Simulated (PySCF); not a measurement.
**How methods differ on the interval between two levels of Sb²⁺**

Sb²⁺ [Kr] 4d10 5s2 5p1 [2P3/2, M_J = 3/2] → Sb²⁺ [Kr] 4d10 5s1 5p1 6s1 [4P5/2, M_J = 5/2], as a difference of total energies. Computed with PySCF 2.14 in x2c-SVPall-2c with one added diffuse shell each of s, p type (7s9p4d, 54 functions), with the two-component X2C-1e Hamiltonian. Correlated levels: [Ar] 3d10 frozen; the 6 highest virtual spinors dropped. "Screened" scales the spin-orbit matrix elements by Boettger's factors to mimic the two-electron term; Breit and QED terms are absent.

```json
{"method": "GHF (spin-free)", "interval between two levels (cm⁻¹)": "143480"}
{"method": "GMP2 (spin-free)", "interval between two levels (cm⁻¹)": "149080"}
{"method": "GHF (screened spin-orbit)", "interval between two levels (cm⁻¹)": "143860"}
{"method": "GMP2 (screened spin-orbit)", "interval between two levels (cm⁻¹)": "149510"}
```

The labels give the starting determinants; with spin-orbit coupling the two ends relaxed to ⟨J²⟩ = 3.76, ⟨L²⟩ = 2.02, ⟨S²⟩ = 0.77 and ⟨J²⟩ = 8.75, ⟨L²⟩ = 2.02, ⟨S²⟩ = 3.77.

The promoted electron is Rydberg-like, and one or two diffuse shells describe it only roughly, which tends to raise the upper state.
